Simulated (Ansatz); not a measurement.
Ideal-gas functions of AuFH3N (`[NH3+][Au-][F]`) at 400 K and 1 bar, from an Ansatz frequency run at PBE0-D4/def2-TZVP.

Molar mass 233.0 g/mol, point group C3v (symmetry number 3), electronic degeneracy 1, moments of inertia 2.714, 148.111, 148.111 u Å². Harmonic wavenumbers (cm⁻¹, unscaled): 178, 178, 489, 591, 728, 728, 1274, 1655, 1655, 3483, 3586, 3586.

Use S(trans) = R[1.5 ln M + 2.5 ln T − 1.1517]; rotational temperatures θ = 24.2544 K / I; S(rot) = R[ln(√π/σ · √(T³/θAθBθC)) + 1.5]; for each mode x = 1.438777 ν̃/T, S = R[x/(eˣ − 1) − ln(1 − e⁻ˣ)] and H = RT x/(eˣ − 1); 1 cm⁻¹ = 0.0119627 kJ/mol; R = 8.31446 J/(mol·K).

Problem. By hand: the entropy, in J/(mol·K).

Solution. Translation 182.9. Rotation: θ = 8.9368, 0.1638, 0.1638 K, giving 88.8. Vibration, mode by mode: 12.16, 12.16, 4.61, 3.45, 2.34, 2.34, 0.48, 0.15, 0.15, 0.00, 0.00, 0.00, in all 37.9. Electronic 0.0. Sum 309.6 J/(mol·K).

Problem. By hand: H − E and G − E in kJ/mol, counted from the electronic energy.

Solution. Zero-point energy ½ × 18131 × 0.0119627 = 108.4; thermal vibration 8.6; translation, rotation and pV give 4 RT = 13.3. H − E = 130.3 kJ/mol, and G − E = 130.3 − 400 × 309.6/1000 = 6.5 kJ/mol.

Vibration gives 12 % of the entropy. The sum counts one conformer and one mirror image; others add a mixing term.
